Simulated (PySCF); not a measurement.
Gas-phase equilibrium of 1 mol HCl, 13 mol O₂ at 1200 K and 1.00 bar, among 14 species (ClO, O₂, HCl, O, HO₂, H₂O, H, HOCl, H₂O₂, O₃, H₂, Cl, Cl₂, OH). Only gases are allowed; each row takes one source of thermochemistry for all species, and Cantera finds the minimum.

Method: PySCF energies (xtb for GFN2) plus ideal-gas RRHO corrections (1 bar). Table values come from the NASA 1993 polynomials. After a fit of one offset per element over all species, the range-separated, M06-2X, PBE0/def2-QZVP and CCSD(T)/def2-TZVPP enthalpies, where run, lie to one side of the table for O₃ (+19 kJ/mol): a fault of the table's entry, another state or a shared error of the levels is possible; this was not checked at source. † marks an energy on the PBE0/def2-TZVP geometry and frequencies; other levels use their own. Open shells (unrestricted) among the columns below: O₂ (multiplicity 3); the rest are closed-shell singlets. GFN2 has no spin-polarisation term. The harmonic model lacks anharmonicity and excited electronic states, which grow with temperature; levels with a mode under 35 cm⁻¹ are left out. Strong static correlation: O₃. The table's entry may be an old estimate for HOCl (not checked at source).

Molecules larger than those listed are left out.

With table thermochemistry: O₂ 0.93, O₃ 1.6e-10, HCl 0.044, Cl₂ 0.014, H₂O 0.014, HOCl 9.7e-6.

How far does the composition move with the other sources (GFN2-xTB, PBE/def2-SVP, PBE/def2-TZVP†, r2SCAN/def2-TZVP†, LDA/def2-TZVP†, ωB97M-V/def2-TZVP†)?


```csv
thermochemistry,x O₂,x O₃,x HCl,x Cl₂,x H₂O,x HOCl
table,0.93,1.6e-10,0.044,0.014,0.014,9.7e-6
GFN2-xTB,0.0011,0.89,0.00017,0.045,0.042,0.016
PBE/def2-SVP,0.93,1.1e-10,0.068,0.0017,0.0018,1.2e-6
PBE/def2-TZVP†,0.93,2.2e-10,0.057,0.0070,0.0071,6.0e-6
r2SCAN/def2-TZVP†,0.93,1.7e-12,0.063,0.0041,0.0042,2.1e-6
LDA/def2-TZVP†,0.93,2.4e-8,0.038,0.017,0.017,5.1e-5
ωB97M-V/def2-TZVP†,0.93,<1e-12,0.054,0.0087,0.0089,8.3e-6
```
The most sensitive of these is O₃: it spans a factor of 10^12.0 over these rows; at this temperature one factor of ten is RT ln 10 = 23 kJ/mol.
